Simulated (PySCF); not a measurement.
AlCl2, SMILES [Cl][Al][Cl], multiplicity 2. The structure is a stationary point at B3LYP-D3(BJ)/def2-TZVP. The multiplicity is an assumed one; other spin states were not compared. The isomer is the one that the SMILES or the coordinates give; other isomers of the formula were not compared.

These are B3LYP-D3(BJ)/def2-TZVP (PySCF) values and carry that method's errors.

Harmonic wavenumbers (cm⁻¹): 143, 444, 557. Rotational constants (GHz): 22.40, 2.150, 1.962; symmetry number 2.

**Question.** Work out the zero-point energy and the ideal-gas rigid-rotor harmonic-oscillator thermochemistry at 298.15 K and 1 atm.

**Answer.** ZPE = ½ Σ hcν = ½ × 1144 cm⁻¹ = 1.64 kcal/mol. H − E(el) = 4.70 kcal/mol. Entropy in cal/(mol K): translation 39.65, rotation 24.26, vibration 4.10, spin 1.38, total 69.39. G − E(el) = -15.99 kcal/mol. Cp = 12.36 cal/(mol K). Modes under 150 cm⁻¹ make the vibrational entropy uncertain.
